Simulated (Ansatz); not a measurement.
The same hydrogenolysis along the group O, S, Te.

Calculated with Ansatz (gas phase, PBE0-D4/def2-TZVP geometries, no zero-point term in ΔE). CBS: MP2 limit from def2 TZ/QZ plus the TZ coupled-cluster correction, frozen cores. This one scheme is used for every species. Elements past krypton have def2 core potentials. For Te outer-core shells are correlated without core-valence functions, which leaves a few kJ/mol of doubt a bond. One conformer a species, not always the lowest.

Q: Order these by ΔE at CCSD(T)/CBS, lowest first. (Estimate.)
A. `N=CCS` + H₂ → H₂S + `CC=N`
B. `N=CC[TeH]` + H₂ → H₂Te + `CC=N`
C. `N=CCO` + H₂ → H₂O + `CC=N`

A: C (-98.9 kJ/mol), A (-72.5 kJ/mol), B (-46.5 kJ/mol).

Largest T1 diagnostic: 0.012, for `N=CCO`.
